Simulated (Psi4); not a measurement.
# TiCl2O (SMILES [O]=[Ti]([Cl])[Cl]): the dipole moment, rung by rung

The species is TiCl2O (4 atoms), meant as a singlet with charge 0. As SMILES, `[O]=[Ti]([Cl])[Cl]`. The shape was relaxed beforehand at PBE0/def2-TZVP.

Quantity: the dipole moment, in D. The values are calculated.

| level | kind | program | value (D) | CPU time |
| --- | --- | --- | --- | --- |
| PBE-D4/def2-TZVPP (density fitting) | GGA | Psi4 | 0.84 | 66 s |
| r2SCAN-D4/def2-TZVPP (density fitting) | meta-GGA | Psi4 | 0.86 | 2.1 min |
| B3LYP-D4/def2-TZVPP (density fitting) | global hybrid | Psi4 | 0.88 | 55 s |
| PBE0-D4/def2-TZVPP (density fitting) | global hybrid | Psi4 | 0.86 | 48 s |
| wB97M-V/def2-TZVPP (density fitting) | range-separated hybrid | Psi4 | 0.80 | 1.9 min |

The values span 0.80 to 0.88 D. Magnitudes only: a small dipole may point the other way at some levels. Times are those of the runs behind each value, whatever else they computed, on shared processors of several kinds: orders of magnitude only.
